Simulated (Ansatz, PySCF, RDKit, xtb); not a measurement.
Pair of molecules: C2H2 (SMILES C#C) (first 4 atoms) with H2S (SMILES S); geometry from B3LYP-D3(BJ)/def2-TZVP, rigid monomers moved along the line of their centres of mass till C2···H7 is 2.40 Å.
(charge 0, multiplicity 1):
```xyz
7

C      0.5186     0.2718    -0.1566
C     -0.5924    -0.1486    -0.0071
H      1.5048     0.6461    -0.2886
H     -1.5791    -0.5209     0.1266
S      0.1500     0.8078     3.5005
H      0.6402    -0.4264     3.6972
H      0.0509     0.6212     2.1729
```

Counterpoise-corrected where a basis set is named; no monomer relaxation. Rows marked so take none. RDKit's UFF carries no charges.

Correlated levels freeze the cores. CBS(a, b) extrapolates the correlation energy as X⁻³ and adds the Hartree–Fock energy of set b. Rows in 6-31G* carry no dispersion term and start afresh at each structure (6-31G* with six Cartesian d functions).

Programs: Ansatz (a first-principles code); PySCF for 6-31G* rows; RDKit for the force fields; xtb for the GFN methods. Values without a source in brackets are computed.

```csv
level,interaction energy (meV)
UFF,192.8
GFN1-xTB,-24.4
HF/6-31G*,67.3
HF/aug-cc-pV(T+d)Z,74.5
BP86/6-31G* (no counterpoise),-43.7
B3LYP/6-31G* (no counterpoise),-38.3
B3LYP/def2-TZVPPD,11.2
"MP2/CBS(aug-cc-pV(D+d)Z, aug-cc-pV(T+d)Z)",[?]
SCS-MP2/aug-cc-pV(T+d)Z,-24.6
```

### Question
Fill in the missing entries.

### Answer

- MP2/CBS(aug-cc-pV(D+d)Z, aug-cc-pV(T+d)Z), interaction energy (meV): -68.8
